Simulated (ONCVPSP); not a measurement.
# Hf: excitation energies, all-electron against ONCV

```json
{
  "Element": "Hf",
  "Generator": "ONCVPSP 4.0.1",
  "Type": "optimised norm-conserving Vanderbilt (ONCV)",
  "Functional": "PBEsol",
  "Relativity": "scalar-relativistic",
  "Frozen core": "[Xe] 4f14",
  "Valence charge": "4",
  "Reference configuration": "5d2 (charge +2)",
  "Partial waves": "s scattering state at 0.05 Ha: rc 2.55 bohr, ncon 4, nbas 8, qcut 2.1 1/bohr, 2 projectors, debl 3.7 Ha; p scattering state at 0.32 Ha: rc 3.05 bohr, ncon 5, nbas 9, qcut 2.6 1/bohr, 3 projectors, debl 3.6 Ha; 5d: rc 2.55 bohr, ncon 4, nbas 8, qcut 5.7 1/bohr, local",
  "Local potential": "the d channel",
  "Core correction": "none"
}
```

In the p channel the program set the typed energies aside and used 0.050, 3.650, 7.250 Ha.

Energies are relative to the spin-unpolarised reference configuration 5d2; without spin polarisation the order of configurations can differ from experiment.

| valence configuration | charge | ΔE all-electron (eV) | error AE − PS (meV) |
| --- | --- | --- | --- |
| 5d1 | +3 | 21.775 | +140 |
| 5d2 6s1.5 | +0.5 | -18.904 | +408 |

**Question.** What are ΔE and the potential's error for 5d2 6s1?

**Answer.** ΔE = -14.163 eV all-electron; the error (AE − PS) is +270 meV.

**Question.** What are ΔE and the potential's error for 5d2 6s2?

**Answer.** ΔE = -22.172 eV all-electron; the error (AE − PS) is +528 meV.

Levels in the configuration 5d2 6s1:

```tsv
level	all-electron (eV)	pseudo (eV)
5d	-9.249	-9.276
6s	-11.008	-11.296
```

Note: no bound ghost flagged but for a GHOST(-) flag that falls on a real empty level of the atom; GHOST(+) flagged for s at 44.8 eV, p at 178.5 eV.
